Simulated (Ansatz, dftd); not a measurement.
Reaction: SiPH4 (SMILES [SiH3][PH], doublet) → SiPH4 (SMILES [SiH2]P, doublet)
Each species at its own B3LYP-D3(BJ)/def2-TZVP minimum (Ansatz, a program for electronic structure).

Property: isomerisation energy (electronic), in kcal/mol. Open shells are spin-unrestricted; no spin-orbit coupling. Cores are frozen in correlated methods. Rows without X2C or -DK are non-relativistic. CBS(X,Y): correlation extrapolated as X^-3, Hartree-Fock from the larger set. A bracket is a step between two methods taken in the basis named. Functionals run without relativity, which enters their misses. Double hybrids freeze cores in their MP2 part. '+ core + X2C': CCSD(T) terms for core correlation (cc-pwCVTZ, 1s frozen past Ne) and scalar relativity (cc-pVTZ-DK).

Compared with CCSD(T)/CBS(cc-pV(T+d)Z,cc-pV(Q+d)Z) + [CCSDT(Q) - CCSD(T)]/cc-pV(T+d)Z + core + X2C (Ansatz): 7.1 kcal/mol.

Costs are rough ratios of core time, to one figure, on one kind of shared machine, summed over the single points of the molecules; atoms, geometries and frequencies are left out. The first row took roughly 10 core seconds; short runs hold start-up time.

| level | program | cost relative to the first row | difference (kcal/mol) |
|---|---|---|---|
| PBE-D4/def2-TZVPD | Ansatz + dftd4 | 1 | -3.1 |
| PBE/def2-TZVPD | Ansatz | 1 | -2.9 |
| B3LYP-D4/def2-TZVPD | Ansatz + dftd4 | 1 | -0.6 |
| B2PLYP-D4/def2-TZVPD | Ansatz + dftd4 | 2 | 0.0 |
| CCSD(T)/cc-pV(D+d)Z | Ansatz | 2 | 0.9 |
| CCSD(T)/aug-cc-pV(D+d)Z | Ansatz | 5 | 0.4 |
| CCSD(T)/cc-pV(T+d)Z | Ansatz | 6 | 0.5 |

The dearest row costs roughly 6 times the first. Costs within a factor of two don't rank. The table holds for this case alone.
